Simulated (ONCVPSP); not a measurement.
# Ce (Z = 58), ONCV: configuration errors across variants

- Element: Ce
- Generator: ONCVPSP 4.0.1
- Type: optimised norm-conserving Vanderbilt (ONCV)
- Functional: PBE
- Relativity: scalar-relativistic
- Frozen core: [Kr] 4d10
- Valence charge: 12
- Reference configuration: 4f1 5s2 5p6 5d1 6s1.75 6p0.25
- Partial waves: 5s+6s: rc 2.50 bohr, ncon 4, nbas 8, qcut 5.5 1/bohr, 2 projectors; 5p+6p: rc 3.10 bohr, ncon 4, nbas 9, qcut 4.3 1/bohr, 2 projectors; 5d: rc 2.55 bohr, ncon 3, nbas 6, qcut 3.6 1/bohr, 3 projectors, debl 3.8 Ha; 4f: rc 1.30 bohr, ncon 4, nbas 9, qcut 10.9 1/bohr, local
- Local potential: the f channel
- Core correction: polynomial model core, fcfact 0.3

All-electron excitation energies from the reference (eV): (1) 4f1 5s2 5p6 5d1 6s2 6p0 -0.602; (2) 4f1 5s2 5p6 5d1 6s1 6p0 5.468; (3) 4f1 5s2 5p6 5d1 6s0 6p0 16.549.

A true bound ghost makes a file unfit for plane-wave use even where its test errors are small: the radial tests pick states by their node count and pass the ghost by.

Errors AE − PS in meV (a dash: test not solved or not reliable):

```tsv
change	(1)	(2)	(3)	bound ghosts	GHOST(+) flags above zero
base	+0.1	-1.4	-4.7	s, p	d
p: qcut 2.5	0.0	-2.7	-21	s, p	d
p: qcut 3.3	0.0	-1.7	-8.6	s, p	d
p: qcut 4	+0.1	-1.4	-5.1	s, p	d
p: qcut 4.2	+0.1	-1.4	-4.8	s, p	d
p: qcut 4.7	+0.1	-1.3	-4.4	s, p	d
p: qcut 5	+0.1	-1.3	-4.4	s, p	d
p: qcut 5.5	+0.1	-1.3	-4.4	s, p	d
p: qcut 6	+0.1	-1.4	-4.5	s, p	d
p: qcut 6.4	+0.1	-1.4	-5.0	s, p	d
```

Problem. Give the same row for: p: qcut 3.

Solution. 0.0, -1.9, -12; bound ghosts: s, p; GHOST(+) flags above zero: d.
